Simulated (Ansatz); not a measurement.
Cost and result up the ladder for BeMe2 (C₂H₆Be) (9 atoms). The state is a singlet with charge 0. Geometry: r2SCAN-D4/def2-TZVP.

```xyz
9

Be   -0.001   -0.005   -0.005
C     1.632   -0.382    0.121
H     2.118   -0.463   -0.858
H     1.801   -1.336    0.633
H     2.188    0.377    0.684
C    -1.632    0.380   -0.123
H    -1.793    1.373   -0.558
H    -2.128    0.385    0.855
H    -2.186   -0.328   -0.749
```

Ansatz on 4 threads of Arm Neoverse V2 on a shared host. Times are rough, and most runs start from the orbitals of an earlier one. ωB97M-V/def2-TZVP serves as the yardstick here, not as an exact answer. Differences are given only for rows in sets of like size (and for xTB, whose basis is part of the method), since another set adds its own error. Binding counts from free atoms at the same level (Be singlet, C triplet, H doublet; other spins of the atoms weren't run), without zero-point energy or a counterpoise term.

LC-ωPBE has ω = 0.4 bohr⁻¹. Correlated methods freeze 2 core orbitals.

Correlated methods converge slowly with the basis.

```
               level  functions  wall time
        HF/def2-TZVP        117     0.25 s
       MP2/def2-TZVP        117      0.3 s
     PBE-D4/def2-SVP         67     0.35 s
    PBE0-D4/def2-SVP         67     0.35 s
   BLYP-D4/def2-TZVP        117      0.6 s
   LC-ωPBE/def2-TZVP        117     0.65 s
   PBE0-D4/def2-TZVP        117      0.7 s
  PBE0-D4/def2-TZVPD        150      0.8 s
    PBE-D4/def2-TZVP        117     0.97 s
r2SCANh-D4/def2-TZVP        117      1.1 s
   ωB97X-V/def2-TZVP        117      1.9 s
   ωB97M-V/def2-TZVP        117        2 s
  CCSD(T)/def2-TZVPD        150      7.5 s
  CCSD(T)/def2-TZVPP        165       10 s
```

**Question.** Estimate what each level gives for the binding energy per atom (eV).

**Answer.** 
```csv
level,binding energy per atom (eV),difference from ωB97M-V/def2-TZVP (eV)
HF/def2-TZVP,2.86,-0.83
MP2/def2-TZVP,3.56,-0.13
PBE-D4/def2-SVP,3.74,–
PBE0-D4/def2-SVP,3.72,–
BLYP-D4/def2-TZVP,3.67,-0.01
LC-ωPBE/def2-TZVP,3.68,0.00
PBE0-D4/def2-TZVP,3.70,0.01
PBE0-D4/def2-TZVPD,3.70,0.01
PBE-D4/def2-TZVP,3.73,0.04
r2SCANh-D4/def2-TZVP,3.69,0.01
ωB97X-V/def2-TZVP,3.68,0.00
ωB97M-V/def2-TZVP,3.69,0.00
CCSD(T)/def2-TZVPD,3.54,-0.15
CCSD(T)/def2-TZVPP,3.58,-0.11
```
